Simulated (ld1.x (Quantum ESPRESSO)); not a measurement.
# Which setting gave this result? (Si (Z = 14), RRKJ)

Base potential:

```json
{
  "Element": "Si",
  "Generator": "ld1.x (Quantum ESPRESSO) 7.5",
  "Type": "norm-conserving RRKJ (Kleinman–Bylander form)",
  "Functional": "PBE",
  "Relativity": "non-relativistic",
  "Frozen core": "[Ne]",
  "Valence charge": "4",
  "Reference configuration": "3s1.75 3p2.25",
  "Partial waves": "3s (bound): rc 1.85 bohr; 3p (bound): rc 2.20 bohr",
  "Local potential": "the p channel",
  "Core correction": "a·sin(br)/r model core, default radius (core density twice the valence density)",
  "rho0": "0.01"
}
```

Cutoffs, loose and tight: the cutoffs (Ry, on a coarse ladder) from which the occupation-weighted sum of valence levels, in a spherical-Bessel basis at the reference potential, stays within 10 and 1 mRy of its value at 400 Ry. They do not see the model core or the augmentation charge, which bear on the density cutoff. Test errors are all-electron minus pseudo excitation energies from the reference, over the configurations 3s2 3p2; 3s2 3p1; 3s2 3p0; 3s1 3p3; 3s1 3p0; 3s2 3p2.3; 3s0 3p4; variants that change the core or the reference have their own tests.

Only the scale of all radii but the core radius (base = 1) is moved (1 further runs of the sweep failed or gave no value and are left out):

```json
{"scale of all radii but the core radius (base = 1)": "0.9", "cutoff, loose": "30 Ry", "cutoff, tight": "50 Ry", "bound ghosts": "none", "largest test error (meV)": "+66"}
{"scale of all radii but the core radius (base = 1)": "1.04", "cutoff, loose": "18 Ry", "cutoff, tight": "40 Ry", "bound ghosts": "none", "largest test error (meV)": "+62"}
{"scale of all radii but the core radius (base = 1)": "1.27", "cutoff, loose": "12 Ry", "cutoff, tight": "21 Ry", "bound ghosts": "none", "largest test error (meV)": "+31"}
{"scale of all radii but the core radius (base = 1)": "1.39", "cutoff, loose": "12 Ry", "cutoff, tight": "15 Ry", "bound ghosts": "none", "largest test error (meV)": "+23"}
```

Q: One more run gave cutoff, loose: 15 Ry; cutoff, tight: 35 Ry; bound ghosts: none; largest test error (meV): +51. Which value of the scale of all radii but the core radius (base = 1) was used?

A: 1.13. The tight cutoff moves one way along this sweep, from 50 Ry at 0.9 to 15 Ry at 1.39, which places the run between 1.04 and 1.27.
